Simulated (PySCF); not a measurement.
Species: C4H7F3Si.
SMILES: `C[C@@H]1C[Si@@H]1C(F)(F)F`

Torsions of this conformer, `[CH3:1][C@@H:2]1[CH2:3][Si@@H:4]1[C:5]([F:6])([F:7])[F:8]`: C3–Si4–C5–F6 -20°.

The closed-shell ground state was solved at several levels (PySCF, density fitting, gas phase, non-relativistic). Geometry: PBE0-D3(BJ)/def2-SVP; no solvent, vibrations or thermal averaging.

| level | basis functions | HOMO (eV) | LUMO (eV) | gap (eV) | dipole (D) |
| --- | --- | --- | --- | --- | --- |
| HF/pcSseg-1 | 178 | -9.80 | 3.40 | 13.20 | 2.55 |
| CAM-B3LYP/def2-SVPD | 229 | -8.50 | 0.91 | 9.41 | 2.44 |

(1) What might PBE0/pcSseg-1 (178 basis functions) give for the same quantities?

(2) Over all these levels, which gives the widest orbital gap and which the narrowest?

(3) How far do the dipole and the HOMO energy spread over the levels?

Answers

(1) HOMO -7.18 eV, LUMO 0.14 eV, gap 7.32 eV, dipole 2.25 D.

(2) HF/pcSseg-1 (Hartree–Fock, all exact exchange) has the widest, 13.20 eV, and PBE0/pcSseg-1 (global hybrid, 25 % exact exchange) the narrowest, 7.32 eV. The two share the basis. From the narrowest to the widest the HOMO moves by -2.62 eV and the LUMO by +3.26 eV. The HOMO need not be the same orbital at Hartree–Fock and at DFT levels.

(3) The dipole runs from 2.25 to 2.55 D (mean 2.41 D) and the HOMO from -9.80 to -7.18 eV.
